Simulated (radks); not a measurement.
Values are calculated unless marked as measured or tabulated.
Zn1.5+, 28.5 electrons, occupied as [Ne] 3s2 3p5.5 3d10 4s1 (fractional occupations, a model configuration).

Code: a radial shooting solver on a logarithmic mesh with Libxc functionals. Model: scalar-relativistic Kohn-Sham, PBE, spin-unpolarised, spherical densities, finite nucleus; Fermi nuclear charge, rms radius 3.9283 fm.

Energy parts (hartree):
part                       energy
total                 -1793.84965
kinetic                1822.43172
electron-nucleus      -4303.29903
Hartree                 757.92748
exchange-correlation    -70.90983

Orbitals (lengths in bohr, moments of r in powers of bohr; <r^-3> diverges for s and p1/2):
orbital  occ.  eigenvalue (hartree)  <r^-3>   <1/r>      <r>
1s          2             -350.8654       -   30.23  0.05031
2s          2             -43.30169       -   6.588   0.2261
2p          6             -37.63889   795.3   6.464   0.1982
3s          2              -5.46191       -   2.094   0.6793
3p        5.5              -3.77496   103.5   1.942   0.7099
3d         10              -1.06033   9.966   1.559   0.8582
4s          1              -0.71712       -  0.5789    2.247

The highest occupied level is 4s at -19.514 eV. The density falls to 0.001 e/bohr^3 at r = 3.47 bohr. The electron density at the nucleus is 2.534e+04 e/bohr^3 (large components only).
